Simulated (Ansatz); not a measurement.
Two isomers of CH7AsOSi: A = `OC[SiH2][AsH2]`, B = `CO[AsH][SiH3]`.

Program: Ansatz. Geometries: PBE0-D4/def2-TZVP. ΔE: electronic, gas phase. CCSD(T)/CBS is the MP2 limit (def2-TZVPP, def2-QZVPP) plus CCSD(T) − MP2 in def2-TZVPP, frozen cores. Functionals use def2-TZVPP. B3LYP here is the variant with VWN-RPA as its local correlation; programs differ in this. For As outer-core shells are correlated without core-valence functions, which leaves a few kJ/mol of doubt a bond. Scalar relativity is left out up to krypton. One conformer a species, not always the lowest.

A:

Z-matrix (Å, degrees):
```
C
Si 1 1.891
O 1 1.417 2 108.7
H 1 1.100 2 108.4 3 121.7
H 1 1.099 2 108.7 3 -122.1
As 2 2.361 1 113.9 3 58.6
H 2 1.487 1 109.8 3 -62.9
H 2 1.490 1 107.8 3 179.0
H 3 0.960 1 108.8 2 -179.6
H 6 1.524 2 91.7 1 50.4
H 6 1.521 2 91.3 1 -42.0
```

B:

Z-matrix (Å, degrees):
```
C
O 1 1.409
H 1 1.092 2 107.4
H 1 1.098 2 111.7 3 -118.8
H 1 1.098 2 112.2 3 119.2
As 2 1.809 1 114.9 3 -171.1
Si 6 2.372 2 93.0 1 -176.4
H 6 1.539 2 97.7 1 -84.9
H 7 1.484 6 111.6 2 47.1
H 7 1.485 6 109.0 2 -74.5
H 7 1.488 6 107.2 2 167.6
```

Which isomer does CCSD(T)/CBS put lower? Give the gap. (Best estimate.)

The calculation gave: A, by 5.7 kcal/mol.

Give E(B) − E(A) in kcal/mol with B3LYP, B3LYP-D4, CCSD(T)/def2-SVP, PBE-D4, r2SCAN-D4, BLYP-D4, MP2/def2-TZVPP. (An estimate is asked.)

The calculation gave: B3LYP 3.1, B3LYP-D4 3.4, CCSD(T)/def2-SVP 5.7, PBE-D4 5.1, r2SCAN-D4 5.1, BLYP-D4 2.1, MP2/def2-TZVPP 5.2. None reverses the order clearly.

Does the order hold for the free energy at 298.15 K (harmonic terms from PBE0-D4)? (Estimate.)

Computed: Yes: G(B) − G(A) = +5.2 kcal/mol, for one conformer each. Modes under 60 cm⁻¹, often nearly free rotors, make the harmonic entropy too high.

Largest T1 diagnostic: 0.012.

From PBE to PBE0 (25 % exact exchange), in def2-TZVPP and without D4, E(B) − E(A) moves by +1.3 kcal/mol. In def2-TZVPP, CCSD(T) changes the Hartree–Fock value by +2.0 kcal/mol (the triples alone add −0.1 kcal/mol) and MP2 by +2.3 kcal/mol.
